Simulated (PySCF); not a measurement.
hexafluoropropene (C3F6), singlet, at a GFN2-xTB geometry. Base run: DF-SVWN5/def2-SV(P) (PySCF).

PySCF was given this input:
```python
from pyscf import gto, scf, dft

mol = gto.M(
    atom='''
F     2.491847   -0.188296    0.798421
C     1.314185    0.246835    0.424680
F     1.260674    1.558248    0.421121
C     0.282299   -0.525202    0.085216
F     0.376068   -1.856638    0.101497
C    -1.064361    0.031018   -0.341549
F    -1.610870    0.786249    0.618079
F    -0.954475    0.807488   -1.425501
F    -1.917994   -0.942152   -0.625849
''',
    basis='def2-sv(p)',
    charge=0,
    spin=0,
    verbose=4,
)

mf = dft.RKS(mol)
mf.xc = 'lda,vwn'
mf = mf.density_fit(auxbasis='def2-universal-jkfit')
mf.kernel()
```

Variants of this job, named by their change:

```tsv
change	basis functions	E (Eh)	HOMO (eV)	HOMO-LUMO gap (eV)	dipole (D)	core-seconds (rough)
base	126	-708.01994	-6.80	5.14	0.92	20
basis = pcseg-0	81	…	…	5.06	0.94	10
basis = 3-21G	81	-704.69555	-6.31	5.06	0.93	9
basis = 6-31G**	126	-708.51614	-6.42	5.14	0.90	20
basis = cc-pVDZ	126	-708.57402	-6.60	5.14	0.94	20
basis = 6-31G*	126	-708.51614	-6.42	5.14	0.90	20
basis = def2-SVP	126	-708.01994	-6.80	5.14	0.92	20
basis = 6-311G**	162	-708.76047	-6.93	5.14	0.94	30
basis = 6-31+G*	162	…	…	5.14	0.94	30
basis = 6-311++G**	198	…	…	5.12	…	30
basis = def2-SVPD	198	…	…	5.13	0.93	30
basis = aug-cc-pVDZ	207	-708.63947	-7.11	5.13	0.93	40
basis = 6-311+G(2d,p)	243	-708.80445	-7.19	5.12	0.95	50
```

Problem. Some entries are withheld; supply them.

Solution. 
- basis = pcseg-0, E (Eh): -706.55360
- basis = pcseg-0, HOMO (eV): -7.04
- basis = 6-31+G*, E (Eh): -708.57167
- basis = 6-31+G*, HOMO (eV): -7.18
- basis = 6-311++G**, E (Eh): -708.78467
- basis = 6-311++G**, HOMO (eV): -7.29
- basis = 6-311++G**, dipole (D): 0.96
- basis = def2-SVPD, E (Eh): -708.07872
- basis = def2-SVPD, HOMO (eV): -7.27

Totals compare only among sets that treat the same electrons; sets with core potentials leave the core out.
